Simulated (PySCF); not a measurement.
# Electronic absorption of Si(CN)2Cl2

Compound: Si(CN)2Cl2, C₂Cl₂N₂Si.
InChI=1S/C2Cl2N2Si/c3-7(4,1-5)2-6

The calculation used TDDFT PBE0/def2-SVPD, vertical, gas phase, core orbitals frozen in the response in PySCF 2.14.0, density-fitted response routines. Isolated species at its PBE0-D3(BJ)/def2-SVP geometry, gas phase.

Q: List the vertical singlet excitations with oscillator strengths and describe the spectrum.

A: 

| state | E (eV) | E (hartree) | f | main configurations (H = HOMO, L = LUMO) |
| --- | --- | --- | --- | --- |
| S1 | 6.46 | 0.2374 | 0.0000 | H-1→L (42%), H-2→L+1 (21%), H-3→L+1 (16%) |
| S2 | 6.56 | 0.2412 | 0.0023 | H→L (60%), H-5→L (22%) |
| S3 | 6.66 | 0.2447 | 0.0000 | H-1→L (39%), H-2→L+1 (37%), H-3→L+1 (14%) |
| S4 | 6.68 | 0.2454 | 0.0001 | H-1→L+1 (49%), H-2→L (26%), H-3→L (13%) |
| S5 | 6.79 | 0.2495 | 0.025 | H→L+1 (75%), H-4→L (8%) |
| S6 | 6.89 | 0.2534 | 0.0014 | H-4→L+1 (44%), H-6→L+1 (20%), H→L (18%) |
| S7 | 6.92 | 0.2542 | 0.019 | H-2→L (52%), H-3→L (40%) |
| S8 | 6.97 | 0.2561 | 0.0000 | H-3→L+1 (62%), H-2→L+1 (33%) |
| S9 | 7.14 | 0.2622 | 0.0083 | H-5→L+1 (42%), H-4→L (30%), H→L+1 (16%) |
| S10 | 7.24 | 0.2659 | 0.017 | H-5→L (53%), H-6→L+1 (25%), H→L (12%) |

Triplets, Tamm–Dancoff:

| state | E (eV) | λ (nm) | main configurations (H = HOMO, L = LUMO) |
| --- | --- | --- | --- |
| T1 | 5.37 | 231.0 | H-3→L (21%), H-2→L (19%), H-1→L+1 (19%) |
| T2 | 5.47 | 226.5 | H-5→L+1 (24%), H→L+1 (15%), H-6→L (13%) |
| T3 | 5.83 | 212.6 | H-1→L (28%), H-3→L+1 (20%), H-2→L+1 (19%) |
| T4 | 5.84 | 212.3 | H-1→L+1 (30%), H-3→L (19%), H-2→L (14%) |

The lowest singlet comes at 192 nm (623 kJ/mol) in the vacuum ultraviolet; it is dark (f under 0.0005); its leading configuration is HOMO-1→LUMO (42%). The strongest level in the table is S5 at 6.79 eV (183 nm, f = 0.025). Löwdin shares by element: HOMO chlorine 80%, nitrogen 11%; LUMO (one of a set within 0.03 eV) nitrogen 31%, silicon 22%, carbon 15% or more (atoms not listed hold the other 32%). Weighted by f, the mean energy of these states is 6.96 eV. The oscillator strengths of these states sum to 0.073; summed over the whole spectrum of an exact calculation they would give the number of electrons, 74 (Thomas–Reiche–Kuhn). Of the 10 states listed, 3 reach f = 0.01 and 4 stay under 0.0005. The vertical ionisation energy (ΔSCF) is 12.39 eV, 5.16 eV above S10. Singlets were solved by full linear response, triplets in the Tamm–Dancoff approximation.

Time: 2.0 min (with the writing of density and orbital grids); peak memory 0.69 GiB. Hardware: one thread, Arm Neoverse V1 (aarch64), on a shared host.
